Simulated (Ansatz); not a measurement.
Job for Ansatz (an electronic-structure program): R-r2SCAN/def2-TZVPP on BH5N2 (SMILES NBN), a point of a torsion scan.

Ansatz 0.2 input:
```yaml
crystal:
  periodic: [false, false, false]
  atoms:
    - {symbol: N, position_ang: [1.35414051, -0.13227339, 0.20290521]}
    - {symbol: B, position_ang: [0.13671538, 0.55272162, 0.01146744]}
    - {symbol: N, position_ang: [-0.34891519, 0.76878851, -1.28348341]}
    - {symbol: H, position_ang: [1.68123991, -0.83233701, -0.44080601]}
    - {symbol: H, position_ang: [1.70113203, -0.30235425, 1.13083236]}
    - {symbol: H, position_ang: [-0.39955153, 1.06310198, 0.92164999]}
    - {symbol: H, position_ang: [0.08606271, 0.38862344, -2.10597262]}
    - {symbol: H, position_ang: [-1.18189697, 1.29019211, -1.48367883]}
basis:
  gaussian:
    orbitals: def2-TZVPP
hamiltonian:
  xc: {name: r2SCAN}
scf: {lower_state_search: off}
```

Task: Give the final energy of this run.

Result: -137.4200 hartree.
